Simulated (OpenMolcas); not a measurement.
## Mo3+: effect of the basis set

| Property | Result |
| --- | --- |
| Program | OpenMolcas 26.06 |
| Method | SS-CASPT2, IPEA 0.25 Eh, imaginary shift 0.1 Eh (closed shells correlated: 4s 4p) |
| Active space | 3 electrons in 5 orbitals (4d) |
| State averaging | 2S+1 = 4 even, 10 roots; 2S+1 = 2 even, 40 roots |
| Spin-orbit coupling | RASSI with atomic mean-field integrals over the reference wave functions, term energies averaged over their components |

A. ANO-R1 [6s4p3d1f], X2C, finite nucleus; CASPT2 step about 4 core-seconds
B. ANO-RCC-VDZP [6s5p3d1f], DKH2, point nucleus; CASPT2 step of the order of 5 core-seconds
C. ANO-R2 [7s5p4d2f1g], X2C, finite nucleus; CASPT2 step of the order of 12 core-seconds
D. ANO-RCC-VTZP [7s6p4d2f1g], DKH2, point nucleus; CASPT2 step about 10 core-seconds
E. ANO-R3 [8s6p5d3f2g1h], X2C, finite nucleus; CASPT2 step about 19 core-seconds
F. ANO-RCC-VQZP [8s7p5d3f2g1h], DKH2, point nucleus; CASPT2 step about 21 core-seconds

Energies in cm-1 above 4d3 4F 3/2, the measured ground level; measured values from Sugar and Musgrove, J. Phys. Chem. Ref. Data 17, 155 (1988).

```json
{"Level": "4d3 4F 3/2", "A": "0.0", "B": "0.0", "C": "0.0", "D": "0.0", "E": "0.0", "F": "0.0", "Measured": "0.0"}
{"Level": "4d3 4F 5/2", "A": "771", "B": "810", "C": "776", "D": "759", "E": "747", "F": "755", "Measured": "778"}
{"Level": "4d3 4F 7/2", "A": "1748", "B": "1831", "C": "1753", "D": "1718", "E": "1691", "F": "1708", "Measured": "1760"}
{"Level": "4d3 4F 9/2", "A": "2860", "B": "2990", "C": "2860", "D": "2810", "E": "2760", "F": "2790", "Measured": "2865"}
{"Level": "4d3 4P 1/2", "A": "11170", "B": "11030", "C": "10700", "D": "10790", "E": "10800", "F": "10920", "Measured": "10338"}
{"Level": "4d3 4P 3/2", "A": "11270", "B": "11110", "C": "10740", "D": "10840", "E": "10840", "F": "10950", "Measured": "10331"}
{"Level": "4d3 4P 5/2", "A": "12340", "B": "12260", "C": "11900", "D": "11960", "E": "11970", "F": "12100", "Measured": "11612"}
{"Level": "4d3 2G 7/2", "A": "12620", "B": "12450", "C": "11780", "D": "11940", "E": "11580", "F": "11680", "Measured": "11580"}
{"Level": "4d3 2G 9/2", "A": "13380", "B": "13220", "C": "12490", "D": "12650", "E": "12280", "F": "12390", "Measured": "12311"}
{"Level": "4d3 2D 3/2(1) [54 %]", "A": "15840", "B": "15540", "C": "14860", "D": "15080", "E": "14820", "F": "14920", "Measured": ""}
{"Level": "4d3 2P 1/2", "A": "16900", "B": "16610", "C": "15510", "D": "15750", "E": "15430", "F": "15550", "Measured": "14348"}
{"Level": "4d3 2H 9/2", "A": "17400", "B": "17240", "C": "16140", "D": "16330", "E": "15920", "F": "16060", "Measured": "15995"}
{"Level": "4d3 2H 11/2", "A": "17810", "B": "17640", "C": "16490", "D": "16690", "E": "16270", "F": "16410", "Measured": "16357"}
{"Level": "4d3 2D 5/2(1)", "A": "18000", "B": "17750", "C": "17170", "D": "17360", "E": "17080", "F": "17200", "Measured": ""}
{"Level": "4d3 2P 3/2 [55 %]", "A": "19030", "B": "18820", "C": "17850", "D": "18050", "E": "17720", "F": "17860", "Measured": ""}
{"Level": "4d3 2F 7/2", "A": "27160", "B": "26760", "C": "25390", "D": "25650", "E": "25290", "F": "25420", "Measured": "24787"}
{"Level": "4d3 2F 5/2", "A": "27490", "B": "27100", "C": "25710", "D": "25980", "E": "25610", "F": "25740", "Measured": "25100"}
{"Level": "4d3 2D 5/2(2)", "A": "42100", "B": "41340", "C": "40090", "D": "40550", "E": "40100", "F": "40180", "Measured": "38922"}
{"Level": "4d3 2D 3/2(2)", "A": "42480", "B": "41740", "C": "40480", "D": "40930", "E": "40470", "F": "40550", "Measured": "39231"}
```

Deviations, from unrounded energies. A percentage is the sum of absolute deviations over the sum of measured energies, with the sign that they share, or ± where signs differ.

```
                        Against measurement  Levels     A     B     C     D     E     F
             mean absolute deviation (cm-1)      15  1400  1200   430   620   420   480
      fine structure of the ground term (%)       3  -0.4  +4.2  -0.3  -2.2  -3.8  -2.8
other terms of the ground configuration (%)      12  +9.2  +7.6  +2.8  +4.0  ±2.6  +3.0
```

C, E lie about equally close to measurement and A furthest from it. The largest miss of E in the table is 4d3 2D 3/2(2), by +1200 cm-1. The ranking rests on the paired levels alone, and a cruder setting can come out closer through cancelling errors.

The two smallest mean deviations differ by little beside CASPT2's spread within terms, so their order carries little weight.

Among A to F the level of the table that moves most is 4d3 2D 3/2(2), by 2000 cm-1 (lowest in E, highest in A). Moves below CASPT2's spread within the term are not significant.

Term energies are means over components that CASPT2 splits; among the terms shown or strongly mixed into the levels shown the widest spread is 720 cm-1 (4d3 2H, C). The CASPT2 spread within a term exceeds the gap to the next term for 4d3 2P and 4d3 2H, 4d3 2H and 4d3 2D(1), so the order of their levels is uncertain (figures for A; the like holds for B, C, D, E, F). Some levels mix across a computed gap that differs much from the measured one, so their mixing is not that of the real levels (holds for A; B; D). Some terms miss by over 15 % even with CASPT2, which points to a basis or an active space too small for the shells correlated (holds for A; B). The basis is small and was not contracted for so high a charge (holds for A; B). Computed and measured levels are paired by configuration, term and J; levels that our copy of the source lacks, or whose pairing is in doubt (as where it misses far off the trend of its configuration), stay unpaired and out of the deviations. Only configurations of the active space appear.

A share in square brackets marks a mixed level and gives the weight of the term that names it, the lowest over the columns. A number in round brackets counts repeated terms of one configuration in the order of the reference energies.
